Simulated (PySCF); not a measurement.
(2S)-2-fluorobutane (C4H9F), SMILES [C@@H](CC)(C)F.

Geometry: PBE-D3(BJ)/def2-SVP. Other conformers were not sampled.

Level of theory: TDDFT-PBE/def2-SVPD (PySCF).

Vertical excitations. Gas-phase values at a fixed geometry.

```tsv
state	energy (eV)	λ (nm)	f	main pairs
S1	7.53	165	0.001	HOMO→LUMO 99 %
S2	7.68	161	0.009	HOMO−1→LUMO 99 %
S3	8.19	151	0.003	HOMO→LUMO+1 97 %
S4	8.34	149	0.021	HOMO−1→LUMO+1 90 %
S5	8.38	148	0.046	HOMO→LUMO+2 85 %
S6	8.42	147	0.006	HOMO−2→LUMO 96 %
S7	8.48	146	0.014	HOMO−1→LUMO+2 53 %, HOMO→LUMO+3 45 %
S8	8.54	145	0.069	HOMO→LUMO+3 53 %, HOMO−1→LUMO+2 41 %
S9	8.66	143	0.012	HOMO−1→LUMO+3 98 %
S10	8.88	140	0.007	HOMO−3→LUMO 98 %
T1	7.41	167	0	HOMO→LUMO 99 %
T2	7.57	164	0	HOMO−1→LUMO 99 %
T3	7.98	155	0	HOMO→LUMO+1 83 %
T4	8.15	152	0	HOMO−1→LUMO+1 48 %, HOMO→LUMO+2 35 %, HOMO→LUMO+1 11 %
```
Triplets are in the Tamm–Dancoff approximation, which puts them higher than full response would, so one can lie above its singlet here.
